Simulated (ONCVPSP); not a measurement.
## V (Z = 23): one change to an ONCV potential, before and after

```
Element                 : V
Generator               : ONCVPSP 4.0.1
Type                    : optimised norm-conserving Vanderbilt (ONCV)
Functional              : LDA (Perdew-Wang 92)
Relativity              : scalar-relativistic
Frozen core             : [Ar]
Valence charge          : 5
Reference configuration : 3d3 4s1 4p1
Partial waves           : 4s: rc 2.40 bohr, ncon 4, nbas 7, qcut 3.1 1/bohr, 1 projector; 4p: rc 3.30 bohr, ncon 4, nbas 8, qcut 2.9 1/bohr, 2 projectors, debl 2.7 Ha; 3d: rc 1.20 bohr, ncon 5, nbas 10, qcut 15 1/bohr, 2 projectors, debl 1.9 Ha
Local potential         : polynomial inside 0.95 bohr (lpopt 5, dvloc0 0 Ha)
Core correction         : Teter function, fcfact 3.5, rcfact 1.5
```

All-electron outer shells of the reference configuration (LDA (PZ), scalar-relativistic, ld1.x):

```json
{"shell": "3s", "level (eV)": "-71.25", "outermost node (bohr)": "0.38", "outermost maximum (bohr)": "0.82"}
{"shell": "3p", "level (eV)": "-45.37", "outermost node (bohr)": "0.35", "outermost maximum (bohr)": "0.84"}
{"shell": "3d", "level (eV)": "-6.71", "outermost node (bohr)": "–", "outermost maximum (bohr)": "0.88"}
{"shell": "4s", "level (eV)": "-5.70", "outermost node (bohr)": "1.17", "outermost maximum (bohr)": "2.69"}
{"shell": "4p", "level (eV)": "-2.20", "outermost node (bohr)": "1.30", "outermost maximum (bohr)": "3.50"}
```

Change: functional PBE.

Cutoffs: the cutoffs (Ha) at which the residual kinetic energy of the hardest occupied pseudo-wave falls to 1 and 0.1 mHa per electron; they do not see the model core or the augmentation charge, which bear on the density cutoff. Errors are all-electron minus pseudo energies relative to the spin-unpolarised reference configuration.

How do hardness, ghosts and transferability respond?

The potential gets neither clearly harder nor softer (73 Ha and 85 Ha → 72 Ha and 85 Ha); both files keep a bound ghost (s); of the 3 tests that both files solve, the error grows in 2 and shrinks in 0 by more than 15 % and 0.3 meV (median size 4.1 → 4.4 meV).

```csv
quantity,base,changed
"cutoff, loose",73 Ha,72 Ha
"cutoff, tight",85 Ha,85 Ha
loose cutoff by channel,"s 3.3 Ha, p 1.1 Ha, d 73 Ha","s 3.3 Ha, p 1.1 Ha, d 72 Ha"
bound ghosts,s,s
GHOST(+) flags under 300 eV,p at 40.2 eV,"p at 35.6 eV, p at 40.2 eV"
tests with a reliable result,3 of 4,3 of 4
"error for 3d3 4s2 4p0, meV [ΔE -3.41 → -3.35 eV]",-4.1,-4.4
"error for 3d3 4s1 4p0, meV [ΔE 4.53 → 4.39 eV]",-6.5,-11
"error for 3d3 4s1.5 4p0, meV [ΔE -0.23 → -0.26 eV]",-0.9,-2.9
s: phases at 2.44 bohr within 0.05 rad from the reference energy up to (Ha; the scan ends near 5),0.7,0.7
p: phases at 3.35 bohr within 0.05 rad from the reference energy up to (Ha; the scan ends near 5),n/a,n/a
d: phases at 1.22 bohr within 0.05 rad from the reference energy up to (Ha; the scan ends near 5),to the end of the scan,to the end of the scan
"rms error of d²Exc/dni dnj with the model core, mHa",8.89,8.49
```

 A true bound ghost makes a file unfit for plane-wave use even where its test errors are small: the radial tests pick states by their node count and pass the ghost by.
